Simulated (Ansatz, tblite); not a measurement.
Cost and result up the ladder for Sn11H18, a cluster cut from hexagonal tin (29 atoms). The state is a singlet with charge 0. Geometry: PBE-D4/def2-SVP.

| atom | x (Å) | y (Å) | z (Å) |
| --- | --- | --- | --- |
| Sn1 | 3.021 | 0.964 | 1.213 |
| Sn2 | 2.080 | 1.104 | -1.442 |
| Sn3 | 1.464 | -3.292 | -0.139 |
| Sn4 | 1.121 | -1.439 | -2.233 |
| Sn5 | -0.007 | 2.988 | -1.614 |
| Sn6 | -1.587 | -1.250 | -2.990 |
| Sn7 | 0.923 | 0.146 | 2.906 |
| Sn8 | 0.123 | -2.466 | 2.192 |
| Sn9 | -1.211 | 1.974 | 2.709 |
| Sn10 | -2.132 | 2.185 | 0.055 |
| Sn11 | -3.167 | -0.268 | -0.878 |
| H12 | 4.330 | -0.175 | 1.307 |
| H13 | 3.642 | 2.505 | 1.720 |
| H14 | 3.382 | 1.573 | -2.502 |
| H15 | 3.158 | -3.410 | 0.226 |
| H16 | 0.932 | -4.872 | -0.628 |
| H17 | 2.041 | -1.985 | -3.608 |
| H18 | 0.558 | 4.567 | -1.158 |
| H19 | -0.562 | 3.094 | -3.258 |
| H20 | -1.720 | -0.145 | -4.323 |
| H21 | -2.179 | -2.789 | -3.537 |
| H22 | 1.497 | 0.126 | 4.551 |
| H23 | 0.457 | -3.564 | 3.497 |
| H24 | -1.591 | -2.500 | 1.921 |
| H25 | -0.675 | 3.535 | 3.255 |
| H26 | -2.511 | 1.485 | 3.753 |
| H27 | -3.390 | 3.388 | -0.010 |
| H28 | -3.188 | -1.424 | 0.417 |
| H29 | -4.810 | -0.056 | -1.403 |

Ansatz on 2 threads of AMD EPYC 7R13 on a shared host and a share (18 GiB) of an NVIDIA H100 80GB HBM3; xTB runs through tblite on one thread. Times are rough, summed over both states, and most runs start from the orbitals of an earlier one. PBE0-D4/def2-TZVP serves as the yardstick here, not as an exact answer. The other state is a triplet.

In the def2 sets Sn takes a core potential; there is no spin–orbit coupling. The xTB rows come from tblite. Single mean-field runs in def2-TZVP are fitted with def2-universal-jkfit.

xTB has no spin-polarisation term.

```csv
level,functions,wall time,vertical triplet (eV),difference from PBE0-D4/def2-TZVP (eV)
GFN1-xTB,135,0.13 s,2.17,-1.78
GFN2-xTB,117,0.21 s,1.49,-2.46
PBE-D4/def2-TZVP (with forces),658,24 s,3.37,-0.58
PBE0-D4/def2-TZVP,658,46 s,3.95,0.00
```
